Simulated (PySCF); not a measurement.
AlCl₄, charge -1, singlet, geometry from GFN2-xTB (such geometries of metal compounds can be far from the true shape). Base run: HF/6-31G run with PySCF.

PySCF was given this input:
```python
from pyscf import gto, scf, solvent

mol = gto.M(
    atom='''
Cl   -1.63833617   -0.40545113   -1.27285185
Al   -0.00000000   -0.00000000   -0.00000000
Cl   -0.03611167    2.03579595    0.56825931
Cl    1.80441398   -0.41493338   -1.02010212
Cl   -0.12996614   -1.21541145    1.72469466
''',
    basis='6-31g',
    charge=-1,
    verbose=4,
)

mf = scf.RHF(mol)
mf.kernel()
```

Base: HOMO-LUMO gap (eV) 15.66.

A changed run: ΔE vs base (kcal/mol) -30.21; HOMO-LUMO gap (eV) 15.87.

**Question.** Which change was made?
A. model = COSMO; solvent = toluene
B. model = IEF-PCM; solvent = chloroform
C. model = IEF-PCM; solvent = acetonitrile
D. model = IEF-PCM; solvent = toluene; vdw_scale = 1.0
E. model = IEF-PCM; solvent = methanol

**Answer.** D, model = IEF-PCM; solvent = toluene; vdw_scale = 1.0

The base is the gas phase, so ΔE is the electrostatic part of solvation at a fixed geometry, without cavity and dispersion terms.

The gas-phase anion may not be bound at this level, which the solvent then changes.
